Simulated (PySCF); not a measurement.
# Deuteron quadrupole couplings in `C=CC(=C)C1=C[C@H](F)C1`

C8H9F.
Geometry (GFN2-xTB, Å), atoms numbered from 1 in this order:
```
atom  x, y, z in Å
C1     2.583   -0.408   -0.089
C2     1.915    0.527   -0.749
C3     0.510    0.877   -0.537
C4     0.059    2.096   -0.865
C5    -0.401   -0.099    0.025
C6    -0.424   -1.433    0.177
C7    -1.748   -1.426    0.887
F8    -2.769   -2.122    0.282
C9    -1.770    0.102    0.643
H10    2.123   -1.007    0.678
H11    3.627   -0.593   -0.280
H12    2.429    1.137   -1.481
H13    0.705    2.837   -1.304
H14   -0.965    2.384   -0.701
H15    0.217   -2.245   -0.105
H16   -1.738   -1.743    1.935
H17   -2.546    0.398   -0.060
H18   -1.816    0.726    1.533
```

Level: PBE0/pcSseg-1 (PySCF, non-relativistic); Q(2H) = 0.00286 b; rigid geometry, the same for H and D, with no vibrational averaging.

**Question.** Rank these positions by the coupling χzz of a deuteron there, largest first.
A. H11 (vinylic hydrogen)
B. H15 (vinylic hydrogen)
C. H12 (vinylic hydrogen)
D. H17 (methylene hydrogen)
E. H16 (methine hydrogen)

**Answer.** B (232 kHz), A (226 kHz), C (216 kHz), D (210 kHz), E (195 kHz).

**Question.** Give the electric field gradient Vzz (the principal value of largest size), its asymmetry and the 2H coupling at each hydrogen.

**Answer.** 
| atom | bonded to | bond length (Å) | Vzz (au) | η | χzz (kHz) |
| --- | --- | --- | --- | --- | --- |
| H10 | C1 | 1.076 | 0.3354 | 0.04 | 225 |
| H11 | C1 | 1.077 | 0.3370 | 0.04 | 226 |
| H12 | C2 | 1.083 | 0.3215 | 0.07 | 216 |
| H13 | C4 | 1.077 | 0.3364 | 0.05 | 226 |
| H14 | C4 | 1.076 | 0.3373 | 0.05 | 227 |
| H15 | C6 | 1.073 | 0.3449 | 0.03 | 232 |
| H16 | C7 | 1.095 | 0.2908 | 0.08 | 195 |
| H17 | C9 | 1.088 | 0.3119 | 0.01 | 210 |
| H18 | C9 | 1.089 | 0.3122 | 0.01 | 210 |

**Question.** How does χzz go with the bond length over the 9 C–H bonds?

**Answer.** A straight-line fit has a slope of -15.5 kHz for each 0.01 Å, with a correlation coefficient of -0.99, over lengths from 1.073 to 1.095 Å. The longer bonds have the smaller couplings here.

**Question.** A static deuteron (I = 1) shows a doublet split by (3/2)χ, (3/4)χ(1 + η) and (3/4)χ(1 − η) with the field along z, y and x of the gradient. What are these for H18?

**Answer.** With |χ| = 209.8 kHz and η = 0.007: 315, 158 and 156 kHz, to first order and without motion.

One conformer (not necessarily the lowest) at the GFN2-xTB geometry, without solvent, vibrations or thermal averaging. GFN2-xTB bond lengths can be off by several hundredths of an ångström, more for odd bonds, and the gradients follow them. The basis is small and wasn't made for field gradients, so the couplings can be 20 % off.

The run behind these numbers computed NMR shieldings as well. Hardware: one thread of an Intel Xeon at 2.50 GHz, shared host with 64 logical CPUs at a one-minute load of 58. Cost: 1.8 min wall (grids of density and orbitals included), 0.87 GiB resident at most.
